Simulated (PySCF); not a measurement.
All numbers come from PBE0 in PySCF with Pd def2-SVP with ECP28, Se def2-SVP; scalar-relativistic core potentials, no spin–orbit coupling; density-fitted integrals. Open shells, if any, are unrestricted.

Question: What spin state, shape and geometry does isolated PdSe₂ take (every ligand bound to Pd)?

Answer: Formally Pd is in oxidation state +4, d6, with 2 unpaired electrons (the high-spin count would be 4). The Mulliken spin on Pd is 0.20, so most of the spin sits on the ligands and the formal count fails. The polar-tensor charge on Pd, 0.16, is far below the formal one. The lowest minimum found is a triplet of C2v symmetry with Pd–Se 2.272 Å (×2); Se–Pd–Se 91.0°. Its harmonic wavenumbers are 68 (a1), 273 (b2), 299 (a1) cm⁻¹ and its dipole moment is 1.68 D.

Only a few start shapes were tried, so a lower isomer may exist. With open d or f shells other occupations or spin states may lie lower.
